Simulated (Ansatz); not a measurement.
Al3P3H12 (started as a model of: (H2Al-mu-PH2)3), 18 atoms. Hardware: 4 threads of Arm Neoverse V2 on a shared host.

Correlated methods freeze 30 core orbitals.

How many basis functions does each of these Ansatz runs have, and roughly what does it cost? PBE0-D4/def2-SVP, charge 0 singlet, energy, from earlier orbitals; HF/STO-3G, charge 0 singlet, energy; PBE0-D4/def2-TZVP, charge 0 singlet, energy, from earlier orbitals; PBE-D4/def2-SVP, charge 0 singlet, relaxation, 17 steps; PBE-QIDH/def2-TZVP, charge 0 singlet, energy, from earlier orbitals; MP2/def2-TZVP, charge 0 singlet, energy, from earlier orbitals; r2SCAN-D4/def2-TZVP, charge 0 singlet, energy, from earlier orbitals; HF/def2-TZVP, charge 0 singlet, energy, from earlier orbitals; BLYP-D4/def2-TZVP, charge 0 singlet, energy, from earlier orbitals; PBE-D4/def2-TZVP, charge 0 singlet, energy and forces, from earlier orbitals; PBE-D4/def2-SVP, charge 0 singlet, energy, from earlier orbitals; CCSD(T)/def2-SVP, charge 0 singlet, energy, from earlier orbitals.

Other jobs shared the machine, so times can vary by a factor of up to 3. A dash marks memory too small to be measured apart from the calling script's.

```tsv
run	functions	fitting or Cholesky vectors	wall time	peak host memory (GiB)
HF/STO-3G, charge 0 singlet, energy	66	747	0.25 s	–
PBE-D4/def2-SVP, charge 0 singlet, energy, from earlier orbitals	168	1896	2.1 s	–
PBE0-D4/def2-SVP, charge 0 singlet, energy, from earlier orbitals	168	1582	2.9 s	–
BLYP-D4/def2-TZVP, charge 0 singlet, energy, from earlier orbitals	294	2115	4.3 s	0.59
PBE-D4/def2-TZVP, charge 0 singlet, energy and forces, from earlier orbitals	294	2115	4.7 s	0.59
HF/def2-TZVP, charge 0 singlet, energy, from earlier orbitals	294	2499	4.9 s	1.5
MP2/def2-TZVP, charge 0 singlet, energy, from earlier orbitals	294	1944	6 s	0.99
PBE0-D4/def2-TZVP, charge 0 singlet, energy, from earlier orbitals	294	2211	7.5 s	1.4
r2SCAN-D4/def2-TZVP, charge 0 singlet, energy, from earlier orbitals	294	2115	8.5 s	0.64
PBE-QIDH/def2-TZVP, charge 0 singlet, energy, from earlier orbitals	294	1944	11 s	1.1
CCSD(T)/def2-SVP, charge 0 singlet, energy, from earlier orbitals	168	1582	21 s	1.3
PBE-D4/def2-SVP, charge 0 singlet, relaxation, 17 steps	168	1896	28 s	–
```
